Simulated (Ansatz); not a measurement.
Input file for Ansatz (a first-principles code): R-MP2/aug-cc-pVTZ on BeFH (SMILES [BeH][F]), atoms moved off the minimum.

Ansatz 0.2 input:
```yaml
crystal:
  periodic: [false, false, false]
  atoms:
    - {symbol: Be, position_ang: [-0.02313097, -0.01368759, -0.84618375]}
    - {symbol: H, position_ang: [0.02148493, -0.12287021, -2.07605928]}
    - {symbol: F, position_ang: [-0.01413983, -0.05635475, 0.59988659]}
basis:
  gaussian:
    orbitals: aug-cc-pVTZ
magnetization: {spin_polarized: false}
correlation: {method: mp2, electrons: outside_noble_gas}
scf: {lower_state_search: off}
output: {forces: true}
```

The head of its log:

```
WARN ansatz: RAYON_NUM_THREADS=1 ignored (pool sized by the plan → 1); use --threads N
Functional definition: HF
these checks for a lower state are left out or cut short: starts, cluster_reference, orbital_swaps, neighbouring_geometries, increment
integrals: 0.07 GiB planned
696 factors; integrals over basis functions are off by at most 1.2e-3 eV
mean field: 0.16 GiB planned
mean field evaluation 1: about -3121.0154 eV, gradient 3.1e1 eV
mean field evaluation 2: about -3121.0155 eV, gradient 3.1e1 eV
mean field evaluation 4: about -3122.9880 eV, gradient 1.7e0 eV
mean field evaluation 8: about -3123.0062 eV, gradient 4.5e-2 eV
mean field -3123.00623090 eV, -114.7683621361 hartree, gradient 2.5e-6 eV, S^2 0.000000; 0 other end points of the search recorded, 0 dependent functions left out
2 core orbitals not correlated
reference -3123.00623090 eV, -114.7683621361 hartree; 5, 5 occupied and 108, 108 virtual orbitals, 696 factors
densities: 0.18 GiB planned
```

Give the final energy of this run.

-115.0860 hartree.
